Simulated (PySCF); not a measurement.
C6H9FN (doublet state).
Z-matrix (Å and degrees, GFN2-xTB geometry), rows numbered from 1:
```
C 
C   1  1.3185
C   2  1.5122  1  133.85
C   3  1.5067  2   85.98  1  -162.70
N   4  1.3756  3  128.52  2   139.01
C   4  1.4987  3   93.89  2    -6.94
C   6  1.5201  2  117.94  1   -76.68
F   6  1.4193  2  112.86  1    48.65
H   1  1.0764  2  121.38  3   172.39
H   1  1.0770  2  121.54  3    -7.05
H   3  1.0940  2  114.60  1    81.60
H   3  1.0968  2  115.32  1   -44.81
H   5  1.0116  4  115.95  3    -0.01
H   5  1.0119  4  114.81  3  -135.71
H   7  1.0856  6  109.48  2   -50.76
H   7  1.0872  6  109.59  2    69.31
H   7  1.0875  6  109.70  2  -170.82
```

The hyperfine couplings belong to this conformer and change with its torsions.

The species is `C[C@]1(C(C[C]1N)=C)F` [radical].

The calculation used UKS B3LYP, pcH-1 on C F H N, non-relativistic, mean-field spin-orbit, GIAO in PySCF 2.14.0. One conformer (not necessarily the lowest) at the GFN2-xTB geometry, without solvent, vibrations or thermal averaging. A GFN2-xTB geometry isn't a minimum of the functional, and hyperfine couplings can be far from their values at a DFT geometry. The SCF solution wasn't tested for stability.

(1) What is the g tensor, term by term?

(2) At 9.417 GHz, how far is the centre of the isotropic spectrum from where a free electron (g = 2.002319) resonates?

(3) How much does each term add to the isotropic shift?

(4) What are the electron Larmor frequencies g μB B/h along the three axes at 350 mT?

(5) In a frozen sample, at which fields do the three g values resonate at 9.5, 34, 94 and 263 GHz (hyperfine left aside), and which band first spreads them over more than twice a line width of 1.0 mT?

Results:

(1) 
```csv
Δg (ppm),1,2,3
relativistic mass correction,-187,-187,-187
gauge correction,29,20,36
orbital Zeeman/spin–orbit,49,562,1325
total,-108,395,1174
```

So g = 2.00221, 2.00271, 2.00349 and g_iso = 2.00281; the tensor is rhombic: the two nearest values differ by 39 % of g3 − g1. Axes: g2 points within 12° of the C4–N5 bond.

(2) B = hν/(g μB) with μB/h = 13.99624 MHz/mT gives 336.02 mT for the free electron and 335.94 mT at g_iso, 0.08 mT lower.

(3) The orbital-Zeeman/spin–orbit term 646, the mass correction -187 and the gauge correction 29 ppm, for a total of 487 ppm. The orbital-Zeeman/spin–orbit term is the largest in size. The mass correction is the same along every axis, so the anisotropy comes from the other two: their spans along these axes are 16 (gauge) and 1276 ppm (orbital Zeeman/spin–orbit).

(4) 9.8082, 9.8107, 9.8145 GHz for g1, g2 and g3, a range of 6.3 MHz.

(5) 
| band | GHz | B(g3) mT | B(g2) mT | B(g1) mT | spread mT |
| --- | --- | --- | --- | --- | --- |
| X | 9.5 | 338.78 | 338.92 | 339.00 | 0.22 |
| Q | 34.0 | 1212.49 | 1212.97 | 1213.27 | 0.78 |
| W | 94.0 | 3352.19 | 3353.49 | 3354.34 | 2.15 |
| J | 263.0 | 9378.99 | 9382.64 | 9385.00 | 6.01 |

The spread grows in proportion to the frequency. W band is the first where it exceeds 2.0 mT.

The Mulliken spin populations are largest on C4 (+0.72) and N5 (+0.17). The angles at C4 add up to 349.6°, so it is slightly pyramidal.

The HOMO–LUMO gaps are 4.14 eV among the α and 5.85 eV among the β orbitals.

Time: 71 s (grids of density and orbitals included); peak memory 1.1 GiB. Hardware: one thread of an Arm Neoverse V2, shared host with 96 logical CPUs at a one-minute load of 36.
